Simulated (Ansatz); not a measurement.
```yaml
crystal:
  periodic: [false, false, false]
  atoms:
    - {symbol: B, position_ang: [-0.446812, 0.945450, -0.343131]}
    - {symbol: C, position_ang: [0.163744, 0.476827, 0.955436]}
    - {symbol: N, position_ang: [-0.419986, -0.270518, 1.874994]}
    - {symbol: Si, position_ang: [0.440717, -0.547598, -1.443944]}
    - {symbol: H, position_ang: [0.087518, 1.908948, -0.836763]}
    - {symbol: H, position_ang: [-1.637632, 0.782902, -0.476679]}
    - {symbol: H, position_ang: [1.211987, 0.676810, 1.183863]}
    - {symbol: H, position_ang: [0.084375, -0.690536, 2.636953]}
    - {symbol: H, position_ang: [-1.392710, -0.512912, 1.771588]}
    - {symbol: H, position_ang: [0.091364, -0.330087, -2.875349]}
    - {symbol: H, position_ang: [-0.036670, -1.911115, -1.060061]}
    - {symbol: H, position_ang: [1.931207, -0.583372, -1.352803]}
basis:
  gaussian: {orbitals: def2-TZVPP}
total_charge: 1
magnetization: {spin_polarized: true, initial_magnetization: 1}
hamiltonian: {xc: {name: HF}}
correlation: {active_space: {window: {electrons: 6, orbitals: 2}}}
```

```sh
$ ansatz run in.yaml --threads 2 --pin off --events-out ev --progress --plain --max-ram 4352MiB
```

How does Ansatz answer? (Best estimate.)

Computed: The input was rejected before any iteration.
```
Error: invalid value for `correlation.active_space`: it starts from restricted Hartree–Fock orbitals; set hamiltonian.xc: hf without magnetization.spin_polarized
```
